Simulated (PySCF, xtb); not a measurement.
Mg(OH)(NH2) (H3MgNO), SMILES [OH][Mg][NH2]. Other conformers were not sampled.

Harmonic wavenumbers (cm⁻¹) from GFN2-xTB (xtb 6.7.1) at its own minimum, in rising order: 77, 123, 207, 290, 501, 577, 629, 741, 1501, 3367, 3384, 3754.

Question: What does TPSSh-D3(BJ)/def2-TZVP (PySCF) give at its own minimum? (The exact figures need the calculation; the answer reports its results.)

Answer: 114, 155, 157, 215, 274, 536, 573, 854, 1571, 3531, 3607, 3982. Paired by order, the mean absolute difference is 110 cm⁻¹ and the zero-point energies are 21.7 and 22.3 kcal/mol.
